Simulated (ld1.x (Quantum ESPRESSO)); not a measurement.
# Configuration tests for technetium (RRKJ)

technetium (Tc), norm-conserving RRKJ (Kleinman–Bylander form), made with ld1.x (Quantum ESPRESSO) 7.5 (revPBE, scalar-relativistic). Core [Ar] 3d10 4s2, reference 4p6 4d5 5s2 5p0. Waves: 4p (bound): rc 1.80 bohr; 4d (bound): rc 1.70 bohr; 5s (bound): rc 2.05 bohr. Local part: the s channel. Core correction: none. rho0 = 0.02.

Energies are relative to the spin-unpolarised reference configuration 4p6 4d5 5s2 5p0; without spin polarisation the order of configurations can differ from experiment. The frozen-core shift is the all-electron ΔE with the core orbitals held at their reference shape minus the fully relaxed ΔE.

| valence configuration | charge | ΔE all-electron (eV) | error AE − PS (meV) | frozen-core shift (meV) |
| --- | --- | --- | --- | --- |
| 4p6 4d5 5s1 5p0 | +1 | 8.061 | -1.3 | +1.5 |
| 4p6 4d5 5s0 5p0 | +2 | 22.763 | -11 | +4.3 |
| 4p6 4d4 5s0 5p0 | +3 | 51.392 | -72 | +19 |
| 4p5 4d5 5s2 5p0 | +1 | 51.467 | -116 | +54 |
| 4p6 4d5 5s0 5p1 | +1 | 12.619 | -852 | +2.2 |
| 4p6 4d5 5s0 5p2 | 0 | 7.665 | -1159 | +1.3 |

(1) What are ΔE and the potential's error for 4p6 4d5 5s1.5 5p0?

Levels in the configuration 4p6 4d4 5s0 5p0:

```csv
level,all-electron (eV),pseudo (eV)
4p,-75.328,-75.567
4d,-35.083,-35.222
```

Results:

(1) ΔE = 3.243 eV all-electron; the error (AE − PS) is -0.5 meV.
